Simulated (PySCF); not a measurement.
OTi (SMILES [O]=[Ti]), triplet, at a GFN2-xTB geometry (such geometries of metal compounds can be far from the true shape); PySCF with M06/STO-3G.

Here is a job for PySCF.
```python
from pyscf import gto, scf, dft

mol = gto.M(
    atom='''
Ti   -0.000000   -0.000000   -0.447374
O     0.000000    0.000000    1.230280
''',
    basis='sto-3g',
    charge=0,
    spin=2,
    verbose=4,
)

mf = dft.UKS(mol)
mf.xc = 'm06'
mf.grids.becke_scheme = dft.gen_grid.stratmann
mf.kernel()
```

### Question
Predict the main parts of the log of this PySCF run.

### Answer

```
PySCF version 2.14.0

[INPUT] verbose = 4
[INPUT] num. atoms = 2
[INPUT] num. electrons = 30
[INPUT] charge = 0
[INPUT] spin (= nelec alpha-beta = 2S) = 2
[INPUT] symmetry False subgroup None
[INPUT] Mole.unit = angstrom
[INPUT] Symbol           X                Y                Z      unit          X                Y                Z       unit  Magmom
[INPUT]  1 Ti     0.000000000000   0.000000000000  -0.447374000000 AA    0.000000000000   0.000000000000  -0.845414335251 Bohr   0.0
[INPUT]  2 O      0.000000000000   0.000000000000   1.230280000000 AA    0.000000000000   0.000000000000   2.324892256530 Bohr   0.0

nuclear repulsion = 55.5151354939219
number of shells = 11
number of NR pGTOs = 69
number of NR cGTOs = 23
basis = sto-3g
ecp = {}

******** <class 'pyscf.dft.uks.UKS'> ********
method = UKS
initial guess = minao
damping factor = 0
level_shift factor = 0
DIIS = <class 'pyscf.scf.diis.CDIIS'>
diis_start_cycle = 1
diis_space = 8
diis_damp = 0
SCF conv_tol = 1e-09
SCF conv_tol_grad = None
SCF max_cycles = 50
direct_scf = True
direct_scf_tol = 1e-13
number electrons alpha = 16  beta = 14
XC library pyscf.dft.libxc version 7.1.2
    S. Lehtola, C. Steigemann, M. J. T. Oliveira, and M. A. L. Marques,  SoftwareX 7, 1–5 (2018)
XC functionals = m06
    Y. Zhao and D. G. Truhlar,  Theor. Chem. Acc. 120, 215 (2008)
    Y. Zhao and D. G. Truhlar,  Theor. Chem. Acc. 120, 215 (2008)
radial grids:
    Treutler-Ahlrichs [JCP 102, 346 (1995); DOI:10.1063/1.469408] (M4) radial grids

becke partition: Stratmann, Scuseria, Frisch. CPL, 257, 213 (1996); DOI:10.1016/0009-2614(96)00600-8
pruning grids: <function nwchem_prune>
grids dens level: 3
symmetrized grids: False
atomic radii adjust function: <function treutler_atomic_radii_adjust>
small_rho_cutoff = 0
Set gradient conv threshold to 3.16228e-05
tot grids = 34992
init E= -913.829513699425

cycle= 1 E= -914.293235757504  delta_E= -0.464  |g|= 0.635  |ddm|= 1.97
cycle= 2 E= -907.502864577835  delta_E= 6.79  |g|= 2.67  |ddm|= 3.42
cycle= 3 E= -914.624795942172  delta_E= -7.12  |g|= 0.0683  |ddm|= 3.11

cycle= 4 E= -914.629370788465  delta_E= -0.00457  |g|= 0.0779  |ddm|= 0.318

cycle= 5 E= -914.631697215032  delta_E= -0.00233  |g|= 0.0663  |ddm|= 0.103

cycle= 6 E= -914.632786149556  delta_E= -0.00109  |g|= 0.0682  |ddm|= 0.0975

cycle= 7 E= -914.633863156427  delta_E= -0.00108  |g|= 0.0527  |ddm|= 0.021

cycle= 8 E= -914.635307657996  delta_E= -0.00144  |g|= 0.0377  |ddm|= 0.206

cycle= 9 E= -914.635850187611  delta_E= -0.000543  |g|= 0.00803  |ddm|= 0.145

cycle= 10 E= -914.636202349768  delta_E= -0.000352  |g|= 0.00182  |ddm|= 0.0723

cycle= 11 E= -914.63621782056  delta_E= -1.55e-05  |g|= 0.000784  |ddm|= 0.0233

cycle= 12 E= -914.636219028982  delta_E= -1.21e-06  |g|= 9.64e-05  |ddm|= 0.00378

cycle= 13 E= -914.636219083121  delta_E= -5.41e-08  |g|= 1.6e-05  |ddm|= 0.0012

cycle= 14 E= -914.636219083698  delta_E= -5.77e-10  |g|= 5.12e-06  |ddm|= 9.16e-05

Extra cycle  E= -914.636219083497  delta_E= 2.01e-10  |g|= 2.01e-05  |ddm|= 3.78e-05
converged SCF energy = -914.636219083497  <S^2> = 2.0017399  2S+1 = 3.0011597
```
